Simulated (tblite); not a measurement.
C₄H₆BCl₃Si₂.
Numbering: `[Cl:1][SiH2:2][C@@H:3]1[SiH2:4][C@@H:5]1[C:6]#[C:7][B:8]([Cl:9])[Cl:10]` (hydrogens: H11, H12 on Si2; H13 on C3; H14, H15 on Si4; H16 on C5)

Computed with GFN2-xTB (tblite), gas phase: L-BFGS steps from a force-field or distance-geometry start until the largest atomic force falls under 0.01 eV/Å.

Step 77: E = -815.7913 eV
```
atom  x, y, z in Å  |  force x, y, z in eV/Å
Cl1    -3.2339    0.5821   -1.3787   -0.029  -0.018   0.013
Si2    -1.8523   -0.7399   -0.7229    0.023   0.013  -0.016
C3     -1.2984   -0.1518    0.9921   -0.027  -0.007  -0.031
Si4    -0.6748    1.5685    1.4392    0.007  -0.007   0.016
C5      0.2015   -0.1482    1.3886   -0.031  -0.030  -0.034
C6      1.1654   -0.2833    0.3846   -0.033  -0.023  -0.047
C7      1.9682   -0.3130   -0.5300    0.009  -0.011   0.031
B8      2.8802   -0.3317   -1.7006   -0.015   0.012   0.044
Cl9     4.5082   -0.8998   -1.6044    0.068  -0.021   0.021
Cl10    2.2905    0.2516   -3.2255   -0.022   0.001  -0.084
H11    -0.7630   -0.7581   -1.6847    0.018  -0.002  -0.007
H12    -2.4948   -2.0521   -0.5952    0.016   0.060  -0.005
H13    -1.9045   -0.6155    1.7650    0.023  -0.018   0.091
H14    -0.3041    2.4782    0.3779    0.003   0.043  -0.005
H15    -0.9389    2.0839    2.7718   -0.022  -0.008  -0.003
H16     0.4430   -0.6620    2.3114    0.012   0.017   0.016
```

Step 78: E = -815.7922 eV
```
atom  x, y, z in Å  |  force x, y, z in eV/Å
Cl1    -3.2352    0.5881   -1.3747   -0.022  -0.028   0.015
Si2    -1.8511   -0.7364   -0.7262    0.027   0.028  -0.020
C3     -1.2985   -0.1525    0.9913   -0.028  -0.005  -0.039
Si4    -0.6735    1.5674    1.4386    0.010  -0.012   0.021
C5      0.2002   -0.1520    1.3896   -0.035  -0.009  -0.025
C6      1.1657   -0.2875    0.3879   -0.037  -0.030  -0.039
C7      1.9701   -0.3181   -0.5253    0.025  -0.010   0.008
B8      2.8789   -0.3342   -1.6979    0.028   0.013   0.001
Cl9     4.5215   -0.8750   -1.6009   -0.028   0.012   0.004
Cl10    2.2706    0.2284   -3.2286    0.021  -0.031  -0.012
H11    -0.7649   -0.7512   -1.6925    0.012   0.001   0.006
H12    -2.4908   -2.0493   -0.5997    0.008   0.051  -0.006
H13    -1.9068   -0.6157    1.7627    0.021  -0.019   0.089
H14    -0.2993    2.4749    0.3764    0.002   0.044  -0.002
H15    -0.9344    2.0834    2.7723   -0.021  -0.011  -0.015
H16     0.4395   -0.6612    2.3155    0.016   0.008   0.013
```

Step 79: E = -815.7928 eV
```
atom  x, y, z in Å  |  force x, y, z in eV/Å
Cl1    -3.2351    0.5905   -1.3721   -0.022  -0.025   0.013
Si2    -1.8505   -0.7349   -0.7270    0.024   0.033  -0.013
C3     -1.2993   -0.1538    0.9918   -0.021  -0.003  -0.021
Si4    -0.6741    1.5668    1.4384    0.010  -0.014   0.011
C5      0.1995   -0.1533    1.3890   -0.030   0.000  -0.017
C6      1.1649   -0.2891    0.3873   -0.029  -0.029  -0.036
C7      1.9717   -0.3197   -0.5240    0.021  -0.008   0.004
B8      2.8799   -0.3341   -1.6969    0.028   0.008  -0.008
Cl9     4.5243   -0.8709   -1.6007   -0.039   0.018   0.002
Cl10    2.2677    0.2238   -3.2291    0.029  -0.036   0.005
H11    -0.7651   -0.7493   -1.6939    0.014   0.003   0.006
H12    -2.4905   -2.0469   -0.6018    0.002   0.037  -0.006
H13    -1.9057   -0.6178    1.7648    0.020  -0.014   0.071
H14    -0.3006    2.4730    0.3743   -0.001   0.038   0.006
H15    -0.9342    2.0842    2.7717   -0.020  -0.013  -0.017
H16     0.4393   -0.6593    2.3169    0.015   0.006   0.001
```

Step 80: E = -815.7945 eV
```
atom  x, y, z in Å  |  force x, y, z in eV/Å
Cl1    -3.2373    0.5986   -1.3614   -0.021  -0.016   0.003
Si2    -1.8482   -0.7280   -0.7299    0.012   0.046   0.010
C3     -1.3011   -0.1578    0.9939   -0.012   0.003   0.026
Si4    -0.6736    1.5641    1.4376    0.005  -0.015  -0.016
C5      0.1977   -0.1592    1.3872   -0.011   0.040   0.012
C6      1.1615   -0.2968    0.3850   -0.002  -0.031  -0.024
C7      1.9744   -0.3310   -0.5210    0.006   0.010   0.004
B8      2.8817   -0.3358   -1.6945    0.038  -0.015  -0.021
Cl9     4.5351   -0.8472   -1.5985   -0.052   0.025   0.003
Cl10    2.2577    0.1996   -3.2307    0.033  -0.033   0.017
H11    -0.7638   -0.7401   -1.6977    0.015   0.013   0.006
H12    -2.4888   -2.0375   -0.6118   -0.015  -0.011  -0.004
H13    -1.9021   -0.6237    1.7715    0.012   0.000   0.014
H14    -0.3055    2.4707    0.3695   -0.007   0.011   0.032
H15    -0.9360    2.0882    2.7686   -0.010  -0.026  -0.027
H16     0.4405   -0.6550    2.3208    0.008  -0.001  -0.035
```

**Question.** Estimate the geometry and energy of step 81. (The exact step hangs on the optimiser's Hessian estimate; all steps are aligned on step 80, rigid shifts and turns removed.)

**Answer.** E = -815.7953 eV, largest force 0.059 eV/Å
```
atom  x, y, z in Å  |  force x, y, z in eV/Å
Cl1    -3.2412    0.5991   -1.3571   -0.021  -0.005  -0.003
Si2    -1.8466   -0.7238   -0.7317    0.006   0.032   0.019
C3     -1.3011   -0.1577    0.9940   -0.011   0.006   0.040
Si4    -0.6706    1.5635    1.4378    0.001  -0.013  -0.025
C5      0.1973   -0.1626    1.3869   -0.003   0.057   0.016
C6      1.1604   -0.3023    0.3842   -0.002  -0.029  -0.009
C7      1.9749   -0.3392   -0.5200    0.005   0.023  -0.005
B8      2.8818   -0.3374   -1.6937    0.029  -0.027  -0.022
Cl9     4.5400   -0.8283   -1.5962   -0.030   0.019   0.006
Cl10    2.2517    0.1810   -3.2330    0.026  -0.026   0.013
H11    -0.7622   -0.7350   -1.6995    0.012   0.020   0.007
H12    -2.4875   -2.0331   -0.6172   -0.014  -0.021  -0.002
H13    -1.9016   -0.6230    1.7730    0.007   0.004  -0.006
H14    -0.3054    2.4753    0.3719   -0.006  -0.008   0.041
H15    -0.9380    2.0890    2.7675   -0.003  -0.031  -0.027
H16     0.4404   -0.6565    2.3217    0.004   0.000  -0.043
```

The energy changes by -0.0008 eV. The first-order estimate −F·Δx gives -0.0011 eV and the mean of the old and new forces, exact on a quadratic surface, -0.0008 eV. The step makes an angle of 77° with the force vector and moves no atom by more than 0.020 Å.

What follows is the cost of the whole relaxation. The run took 2.8 s on an Arm Neoverse V1 with one thread, shared host.
